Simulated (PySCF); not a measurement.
# A thermochemical cycle for AlSn

PBE in PySCF with x2c-SVPall on every atom, spin-free X2C, for the lowest determinant that a PBE0 search found; no spin–orbit coupling. AlSn, a quartet (σ ↑, π ↑↑), has De = 2.41 eV to neutral atoms, and AlSn⁺, a triplet (σ ↑, π ↑), has De = 1.41 eV to Al⁺ + Sn.

The adiabatic ionisation energy of AlSn, between the minima, is 7.05 eV.

**Question.** Which ionisation energy of the Al atom does this level give?

**Answer.** IE(Al) = IE(molecule) + De(ion) − De(neutral) = 7.05 + 1.41 − 2.41 = 6.05 eV; the measured value is 5.986 eV (NIST ASD).

Spin–orbit coupling is left out, which matters for elements this heavy, above all for dissociation energies. For an ion De counts to the pair picked by the measured ionisation energies or electron affinities, which need not be the lowest pair at this level. States were picked by a PBE0 search and need not be the measured ground states.
